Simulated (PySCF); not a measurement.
Frontier levels across methods

Compound: BH6PSSi.
Structure used (PBE0-D3(BJ)/def2-SVP), in Å, numbered top down from 1:
```
atom  x, y, z in Å
Si1   -1.7075    0.5816    0.3159
S2    -0.7007   -0.1660   -1.4503
B3     1.0081   -0.3365   -0.9443
P4     1.8065    0.1912    0.6945
H5    -0.9845    1.7730    0.8484
H6    -1.7798   -0.4723    1.3694
H7    -3.0800    0.9580   -0.1227
H8     1.7422   -0.7134   -1.8255
H9     0.8476   -0.2633    1.6453
H10    2.7204   -0.8904    0.8304
```

Basis pcSseg-2 throughout (PySCF), one geometry. One conformer (not necessarily the lowest) at the PBE0-D3(BJ)/def2-SVP geometry, without solvent, vibrations or thermal averaging.

Question: How do the orbital energies, the gap and the dipole change with the method?

Answer: 
```
   method                    kind  HOMO (eV)  LUMO (eV)  gap (eV)  μ (D)  SCF cycles
     BLYP                     GGA      -6.18      -2.24      3.94   1.20          14
    B97-D                     GGA      -6.30      -2.25      4.05   1.22          15
      PBE                     GGA      -6.35      -2.43      3.92   1.25          14
     OPBE                     GGA      -6.35      -2.34      4.01   1.28          15
      KT2                     GGA      -6.39      -2.40      3.99   1.24          14
      KT3                     GGA      -6.40      -2.35      4.05   1.22          15
     BP86                     GGA      -6.44      -2.49      3.94   1.24          14
      LDA                     LDA      -6.45      -2.62      3.83   1.33          15
    B97-2           global hybrid      -7.19      -1.55      5.64   1.25          12
    B3LYP           global hybrid      -7.20      -1.71      5.48   1.23          12
     PBE0           global hybrid      -7.42      -1.56      5.86   1.27          12
 mPW1PW91           global hybrid      -7.44      -1.56      5.88   1.26          12
BHandHLYP           global hybrid      -8.36      -0.53      7.83   1.24          11
CAM-B3LYP  range-separated hybrid      -8.65      -0.45      8.20   1.27          12
  wB97X-D  range-separated hybrid      -9.22       0.21      9.44   1.28          13
       HF            Hartree–Fock      -9.89       1.82     11.71   1.26          11
  LC-wPBE  range-separated hybrid      -9.99       0.58     10.57   1.32          13
```

The HOMO spans 3.82 eV, from BLYP down to LC-wPBE, and the gap runs from 3.83 eV (LDA) to 11.71 eV (HF). Over the methods BLYP (0 %), B97-D (0 %), PBE (0 %), OPBE (0 %), KT2 (0 %), KT3 (0 %), BP86 (0 %), LDA (0 %), B97-2 (21 %), B3LYP (20 %), PBE0 (25 %), mPW1PW91 (25 %), BHandHLYP (50 %), HF (100 %), a straight line through the gap against the share of exact exchange rises by 0.77 eV for each 10 % (correlation coefficient 1.000). The dipole ranges from 1.20 D (BLYP) to 1.33 D (LDA). This basis has no diffuse functions.

The vertical ΔSCF ionisation energy at PBE0/def2-SVPD is 9.31 eV; −ε(HOMO) comes closest to it with wB97X-D (9.22 eV).
